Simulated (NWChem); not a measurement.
# C2H8AlN; SMILES C[N](C)[AlH2]

```xyz
12

Al     0.0000     0.0000     1.5013
H     -0.0042     1.4249     2.2239
H      0.0042    -1.4249     2.2239
N      0.0000     0.0000    -0.3001
C      0.0031    -1.2098    -1.1028
C     -0.0031     1.2098    -1.1028
H     -0.8934    -1.2704    -1.7662
H      0.8981    -1.2638    -1.7689
H      0.0075    -2.1122    -0.4584
H      0.8934     1.2704    -1.7662
H     -0.8981     1.2638    -1.7689
H     -0.0075     2.1122    -0.4584
```
Atoms are numbered in this order, from 1.

Level: PBE-D3(BJ)/def2-SVP (NWChem), optimised geometry, unscaled harmonic frequencies. 

```
frequency (cm⁻¹)  IR intensity (km/mol)
----------------  ---------------------
210                                 3.1
219                                 0.5
240                                 0.0
278                                 0.0
306                                 6.0
350                                 0.2
527                                69.3
546                               143.6
624                                 0.0
742                               207.6
999                                80.3
1050                                2.4
1071                                0.0
1125                                0.3
1196                               73.2
1258                               19.8
1378                                1.3
1398                                0.0
1403                               21.2
1406                               12.3
1426                               19.7
1450                                0.6
1880                               82.1
1893                              220.5
2893                               57.4
2899                              160.3
2943                               90.4
2952                                0.0
3045                               12.5
3045                               15.6
```

```json
{
 "zero_point_energy": "58.2 kcal/mol",
 "thermal correction to the enthalpy at 298.15 K (with zero-point energy)": "62.9 kcal/mol",
 "heat capacity Cv": "22.7 cal/(mol K)",
 "entropy at 298.15 K and 1 atm (symmetry number 2)": "75.0 cal/(mol K)",
 "dipole_moment": "1.25 D"
}
```

Rigid rotor and harmonic oscillator.
